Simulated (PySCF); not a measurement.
# Ionisation energy of Tl by level of theory

Tl [Xe] 4f14 5d10 6s2 6p1 [6p1/2^1, M_J = 1/2] → Tl⁺ [Xe] 4f14 5d10 6s2, as a difference of total energies. All numbers are calculated (PySCF 2.14, the two-component X2C-1e Hamiltonian, in x2c-QZVPPall-2c). Correlated levels: [Kr] 4d10 4f14 frozen; the 58 highest virtual spinors dropped. "Screened" scales the spin-orbit matrix elements by Boettger's factors to mimic the two-electron term; Breit and QED terms are absent.

```json
{"method": "GHF (spin-free)", "ionisation energy (eV)": "4.977", "error (eV)": "-1.131"}
{"method": "GMP2 (spin-free)", "ionisation energy (eV)": "5.290", "error (eV)": "-0.818"}
{"method": "GHF (screened spin-orbit)", "ionisation energy (eV)": "5.691", "error (eV)": "-0.417"}
{"method": "GMP2 (screened spin-orbit)", "ionisation energy (eV)": "6.000", "error (eV)": "-0.108"}
```

Reference: 6.108 eV (measured; NIST Atomic Spectra Database, ionization energies).

The spin-free rows lack the spin-orbit shift.
